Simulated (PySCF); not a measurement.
SiH₃Cl, SMILES [SiH3]Cl.

Geometry optimised at B3LYP-D3(BJ)/def2-TZVP. The isomer is the one that the SMILES or the coordinates give; other isomers of the formula were not compared.

The numbers are results of PBE/def2-TZVPD in PySCF, not measurements.

Computed frontier levels, gap, dipole moment and polarisability:
```
Item                                                                                                           Result
---------------------------------------------------------------------------------------------  ----------------------
highest occupied level                                                                                       -7.70 eV
lowest empty level                                                                                           -1.20 eV
orbital gap                                                                                                   6.49 eV
dipole moment                                                                                                  1.27 D
quadrupole, principal values (traceless, Buckingham form, about the centre of nuclear charge)  -0.41, -0.41, 0.83 D·Å
mean static polarisability                                                                       44.2 bohr³ (6.55 Å³)
polarisability, principal values                                                               40.4, 40.4, 51.8 bohr³
```
